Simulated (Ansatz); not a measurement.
Redistribution: CBrCl3 + C2H6 → C2H3Cl3 + CH3Br

Species: CBrCl3 (bromotrichloromethane) `ClC(Cl)(Cl)Br`, singlet; C2H6 `CC`, singlet; C2H3Cl3 (1,1,1-trichloroethane) `CC(Cl)(Cl)Cl`, singlet; CH3Br (bromomethane) `CBr`, singlet. The partners trade Br for CH3; both sit on C, so the bond types are kept.

Shapes, held fixed at every level: PBE0-D4/def2-TZVP. Programs: Ansatz 0.2.0. The zero-point and thermal change to 298 K, harmonic and unscaled (PBE0-D4/def2-TZVP), is +1.6 kJ/mol.

**Question.** Estimate the reaction enthalpy at 298 K.

**Answer.** From tabulated heats of formation (Active Thermochemical Tables, CRC Handbook of Chemistry and Physics), ΔH(298 K) = -54.0 kJ/mol. Nearest: MP2/def2-TZVPP (-0.2); farthest: HF/def2-TZVPP (-21.3). 7 of 8 levels lie within 10 kJ/mol. The heats of C2H3Cl3 come from older tables and can be uncertain by 10 kJ/mol or more. Relativity is left out for Br. Outer-core shells of Br are correlated in most correlated rows, in sets that cover them unevenly.

| level | kind | ΔH (kJ/mol) | computed − measured |
| --- | --- | --- | --- |
| HF/def2-TZVPP | Hartree–Fock | -75.3 | -21.3 |
| PBE-D4/def2-TZVPP | GGA | -46.2 | +7.8 |
| B3LYP-D4/def2-TZVPP | global hybrid | -52.7 | +1.3 |
| r2SCAN0-D4/def2-TZVPP | global hybrid | -59.3 | -5.3 |
| wB97X-V/def2-TZVPP | range-separated hybrid | -57.9 | -4.0 |
| MP2/def2-TZVPP | perturbation theory | -54.2 | -0.2 |
| CCSD/def2-TZVPP | coupled cluster or CI | -61.3 | -7.3 |
| CCSD(T)/def2-TZVPP | coupled cluster or CI | -58.7 | -4.7 |
